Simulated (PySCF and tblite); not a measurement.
Results of a calculation; reference values are marked as such.
System: C₄H₃NOSe, numbered as in [O:1]=[CH:2][c:3]1[cH:4][cH:5][se:6][n:7]1.

Level: PBE0/pcSseg-1 + D3(BJ) on GFN2-xTB stationary points, with GFN2-xTB thermal terms. Rate constants are transition-state-theory values, counting equivalent paths, without tunnelling. (PySCF 2.14 with density fitting, tblite 0.8.)

Spin–orbit effects of heavy atoms on shieldings are missing.

(1) Estimate the barrier and the room-temperature rate of the rotation about the C3–C2 bond (torsion C4–C3–C2–O1 from 0° to 180°, rising).

Answers

(1) The electronic barrier is 9.9 kcal/mol and ΔG‡(298 K) 9.8 kcal/mol, over a C1 saddle with an imaginary mode of 121i cm⁻¹ (GFN2-xTB). With 2 equivalent paths, k is 8.6×10⁵ s⁻¹, a mean lifetime of the start of 1.2 µs against this motion. The end lies 4.9 kcal/mol above the start in free energy.
